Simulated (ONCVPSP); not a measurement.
Reading a pseudo-wave (lanthanum (La))

Columns: radius, all-electron u(r) and pseudo u(r) of the 5s shell (level -38.92 eV) of lanthanum in the configuration [Kr] 4d10 5s2 5p6 5d1 6s2; PBE, scalar-relativistic, ONCV scheme, ONCVPSP 4.0.1.

```csv
r (bohr),all-electron,pseudo
0.138,0.1021,0.0903
0.275,0.2073,0.1840
0.413,-0.3590,0.2851
0.550,-0.5044,0.3919
0.688,-0.2425,0.5028
0.825,0.1525,0.6101
0.963,0.5097,0.7077
1.100,0.7592,0.7860
1.238,0.9010,0.8396
1.375,0.9525,0.8635
1.513,0.9392,0.8573
1.650,0.8838,0.8235
1.788,0.8038,0.7668
1.925,0.7136,0.6947
2.062,0.6218,0.6140
2.200,0.5332,0.5310
2.338,0.4520,0.4516
2.475,0.3800,0.3800
2.613,0.3168,0.3167
2.750,0.2628,0.2628
2.888,0.2166,0.2166
3.025,0.1781,0.1781
3.162,0.1460,0.1459
3.300,0.1191,0.1191
3.438,0.0970,0.0969
3.575,0.0789,0.0789
```

Task: How many radial nodes do the two functions have?

Result: The all-electron 5s function has n − l − 1 = 4 (the table is too coarse to show those close to the nucleus); the pseudo-wave has 0, since the states of the same l below it are removed with the core.

Task: At about which radius was the pseudo-wave matched?

Result: 2.55 bohr. The columns agree to 0.0005 from 2.34 bohr on; several derivatives are matched, so the curves merge somewhat inside the radius.

Task: Is the pseudo-wave norm-conserving?

Result: Yes: the ONCV scheme keeps the norm inside the radius equal to the all-electron one, which fixes the energy derivative of the logarithmic derivative at the level.
